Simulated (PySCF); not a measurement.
C4H6ClF, SMILES C(/Cl)=C(/F)CC. The structure is a stationary point at PBE-D3(BJ)/def2-SVP. The structure was generated by enumeration; whether it is a known compound was not checked. The values are those of a single conformer.

Computed equilibrium geometry at PBE-D3(BJ)/def2-SVP (PySCF confirms it by a frequency run) as bond lengths and angles (one conformer of several):
Atoms: C1 C2 C3 F4 C5 Cl6 H7 H8 H9 H10 H11 H12. Bond lengths (Å): C1–C2 1.535, C1–H7 1.108, C1–H8 1.108, C1–H9 1.108, C2–C3 1.496, C2–H10 1.113, C2–H11 1.109, C3–F4 1.348, C3–C5 1.348, C5–Cl6 1.730, C5–H12 1.098. Angles (°): C2–C1–H7 110.7, C2–C1–H8 111.1, C2–C1–H9 110.9, H7–C1–H8 107.8, H7–C1–H9 108.0, H8–C1–H9 108.2, C1–C2–C3 113.0, C1–C2–H10 109.4, C1–C2–H11 111.0, C3–C2–H10 108.0, C3–C2–H11 108.6, H10–C2–H11 106.5, C2–C3–F4 113.8, C2–C3–C5 125.9, F4–C3–C5 120.3, C3–C5–Cl6 123.2, C3–C5–H12 121.0, Cl6–C5–H12 115.8.
